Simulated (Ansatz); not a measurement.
Geometry optimisation, Ansatz, RKS PBE-D4/def2-SVP.

Input file:

```yaml
crystal:
  periodic: [false, false, false]
  atoms:
    - { symbol: "N", position_ang: [-0.1139, 1.3785, 0.2918] }
    - { symbol: Si, position_ang: [0.3468, -0.1231, -0.1835] }
    - { symbol: S, position_ang: [-0.2345, -1.4203, 1.3831] }
    - { symbol: Br, position_ang: [-0.6983, -0.6271, -2.0023] }
    - { symbol: H, position_ang: [-0.2039, 2.0087, -0.5618] }
    - { symbol: H, position_ang: [-1.1164, 1.3665, 0.6231] }
    - { symbol: H, position_ang: [1.8324, -0.1098, -0.4227] }
    - { symbol: H, position_ang: [0.2798, -2.5306, 0.8164] }
basis:
  gaussian: { orbitals: def2-SVP }
hamiltonian:
  xc: pbe
  dispersion: d4
relax:
  f_tol: 0.015
  max_steps: 40
output:
  orbitals: {}
```

Command:

```bash
$ ansatz run input.yaml --threads 2 --pin off --max-ram 3072MiB --backend cpu --events-out ev --progress --plain --runs-dir out
```

Problem. Where does it end, and by what steps?

Solution. The run converged. After 10 steps the energy has fallen by 0.515 eV; Br4 moved furthest, 0.50 Å.

```csv
step,energy less start (eV),largest force component (eV/Å),accepted
0,0.0000,3.885,yes
1,-0.3635,1.761,yes
2,-0.4440,0.287,yes
3,-0.4794,0.412,yes
4,-0.4367,1.217,no
5,-0.5064,0.131,yes
6,-0.5086,0.241,yes
7,-0.5127,0.071,yes
8,-0.5137,0.057,yes
9,-0.5146,0.028,yes
10,-0.5146,0.004,yes
```

```xyz
8
Properties=species:S:1:pos:R:3
N -0.262 1.392 0.267
Si 0.372 -0.134 -0.218
S 0.038 -1.431 1.465
Br -0.568 -1.112 -2.043
H 0.011 2.235 -0.244
H -1.221 1.457 0.617
H 1.802 0.088 -0.599
H -0.080 -2.552 0.699
```

Whether the end is a true minimum wasn't checked by a vibrational analysis.

The run took 15 s on 2 threads of Intel(R) Xeon(R) Platinum 8488C (Sapphire Rapids), on a shared host, peak memory 0.17 GiB.
